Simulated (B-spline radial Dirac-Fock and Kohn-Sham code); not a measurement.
**Successive ionisation energies of lead: Dirac-Fock against NIST**

Model: Dirac-Fock (average of configuration) total-energy differences with a finite nucleus, the Breit interaction including its frequency dependence, and self-energy and vacuum-polarisation corrections. Program: a B-spline atomic structure program. Each value is the difference of the configuration-average energies of two neighbouring ions in their tabulated ground configurations. Correlation and solid-state effects are left out. NIST's values refer to the lowest levels; many for high charge states are themselves semi-empirical or theoretical. Where a p, d or f shell is open in either ion the computed value averages over both j values and all terms, while the table refers to the lowest levels; that difference holds spin-orbit splitting (largest in heavy or highly charged ions), term energies where several electrons share open shells, and correlation, and it can reach 10 % or more.

```tsv
ion	configuration	computed (eV)	NIST (eV)	kind	NIST − computed (eV)
Pb⁶⁶⁺	[Ne] 3s2 3p4	7841.9	7650 ± 40	theoretical	-191.87
Pb⁶⁷⁺	[Ne] 3s2 3p3	7987.3	7790 ± 40	theoretical	-197.31
Pb⁶⁸⁺	[Ne] 3s2 3p2	8133.7	8520 ± 50	theoretical	+386.28
Pb⁶⁹⁺	[Ne] 3s2 3p1	8281.1	8680 ± 50	theoretical	+398.89
Pb⁷⁰⁺	[Ne] 3s2	8997.7	9000 ± 60	theoretical	+2.30
Pb⁷¹⁺	[Ne] 3s1	9150.6	9150 ± 60	theoretical	-0.58
Pb⁷²⁺	[He] 2s2 2p6	20341.8	19590 ± 70	theoretical	-751.75
Pb⁷³⁺	[He] 2s2 2p5	20739.8	19970 ± 90	theoretical	-769.83
Pb⁷⁴⁺	[He] 2s2 2p4	21141.4	20380 ± 90	theoretical	-761.43
Pb⁷⁵⁺	[He] 2s2 2p3	21546.6	20750 ± 100	theoretical	-796.56
Pb⁷⁶⁺	[He] 2s2 2p2	21955.2	23460 ± 110	theoretical	+1504.76
Pb⁷⁷⁺	[He] 2s2 2p1	22367.5	23940 ± 120	theoretical	+1572.55
Pb⁸⁰⁺	1s2	99485.9	99491.8 ± 0.3	theoretical	+5.91
Pb⁸¹⁺	1s1	101336.2	101336.7 ± 0.3	theoretical	+0.50
```
